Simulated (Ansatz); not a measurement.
Ansatz (a program for electronic structure) input:
A basis named .json is the Basis Set Exchange file of that set.

Ansatz 0.2 input:
```yaml
crystal:
  periodic: [false, false, false]
  atoms:
    - {symbol: B, position_ang: [-0.00000000, -0.00000000, -0.69204907]}
    - {symbol: N, position_ang: [0.00000000, 0.00000000, 0.54091630]}
    - {symbol: H, position_ang: [-0.00000000, -0.00000000, -1.85890057]}
    - {symbol: H, position_ang: [0.00000000, 0.00000000, 1.53273184]}
basis:
  gaussian:
    orbitals: aug-cc-pVTZ
    fitting: {mean_field: def2-universal-jkfit, correlation: aug-cc-pVTZ-RIFIT.json}
total_charge: 1
magnetization: {spin_polarized: true, initial_magnetization: 1}
correlation: {method: mp2, electrons: outside_noble_gas}
```

### Question
Which total energy does the run end on?

### Answer
-80.20834 Eh (RI-MP2/aug-cc-pVTZ). The basis has 138 functions.

This state (charge 1, doublet) is run at the relaxed geometry of the species with charge 0 and multiplicity 1.
